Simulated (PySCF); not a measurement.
Al(H)(Cl)(Me) (CH4AlCl), SMILES [CH3][AlH][Cl]. Atoms are numbered in the order given.

```xyz
7

Al    -0.4059    -0.6206    -0.1645
H     -1.6139    -1.2078    -0.9944
Cl    -0.0287     1.4364    -0.4096
C      0.7390    -1.6189     1.0390
H      0.7088    -1.1901     2.0454
H      1.7815    -1.5680     0.7096
H      0.4544    -2.6714     1.1073
```
Charge 0, spin multiplicity 1.

Coordinates come from a PBE0-D3(BJ)/def2-TZVP optimisation.

Computed with TDA-PBE0/def2-SVPD (PySCF).

Vertical excitations. Gas-phase values at a fixed geometry.

| state | energy (eV) | λ (nm) | f | main pairs |
|---|---|---|---|---|
| S1 | 5.56 | 223 | 0.001 | HOMO→LUMO 99 % |
| S2 | 6.84 | 181 | 0.000 | HOMO−2→LUMO 99 % |
| S3 | 7.10 | 175 | 0.055 | HOMO−1→LUMO 61 %, HOMO→LUMO+1 34 % |
| S4 | 7.13 | 174 | 0.025 | HOMO−3→LUMO 98 % |
| S5 | 7.14 | 174 | 0.119 | HOMO→LUMO+1 61 %, HOMO−1→LUMO 33 % |
| S6 | 7.74 | 160 | 0.053 | HOMO→LUMO+2 88 % |
| S7 | 7.99 | 155 | 0.076 | HOMO−1→LUMO+1 92 % |
| S8 | 8.11 | 153 | 0.005 | HOMO−2→LUMO+1 87 % |
| S9 | 8.30 | 149 | 0.141 | HOMO→LUMO+3 93 % |
| S10 | 8.55 | 145 | 0.117 | HOMO−3→LUMO+1 90 % |
| T1 | 5.17 | 240 | 0 | HOMO→LUMO 96 % |
| T2 | 6.39 | 194 | 0 | HOMO→LUMO+1 82 % |
| T3 | 6.42 | 193 | 0 | HOMO−1→LUMO 93 % |
| T4 | 6.45 | 192 | 0 | HOMO−3→LUMO 76 %, HOMO−2→LUMO 19 % |
Triplets are in the Tamm–Dancoff approximation.
